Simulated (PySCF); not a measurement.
Stepwise substitution at one centre (Sn OH-OCH3). All species are isolated molecules in the gas phase. One relaxed conformer stands for each flexible species; it need not be the lowest. Strings in code marks are SMILES.

Quantity: redistribution energy (mixed species minus the weighted end members), in eV.

Level 1: PBE-D3(BJ)/def2-TZVP // PBE0-D4/def2-SVP (PySCF)
Level 2: B3LYP/LANL2DZ // PBE0-D4/def2-SVP (PySCF)
Level 3: PBE/6-31G* (LANL2DZ on Sn) // PBE0-D4/def2-SVP (PySCF)
Level 4: SVWN5/6-31G* (LANL2DZ on Sn) // PBE0-D4/def2-SVP (PySCF)

```tsv
species	level 1	level 2	level 3	level 4
3 of 4 OH replaced by OCH3: `C[O][Sn]([OH])([O]C)[O]C`	0.000	-0.010	-0.001	-0.001
2 of 4 OH replaced by OCH3: `C[O][Sn]([OH])([OH])[O]C`	-0.003	0.004	?	?
1 of 4 OH replaced by OCH3: `[OH][Sn]([OH])([O]C)[OH]`	0.000	-0.007	0.003	0.003
```

What belongs in the gaps?


- 2 of 4 OH replaced by OCH3: `C[O][Sn]([OH])([OH])[O]C`, level 3: 0.008
- 2 of 4 OH replaced by OCH3: `C[O][Sn]([OH])([OH])[O]C`, level 4: 0.012
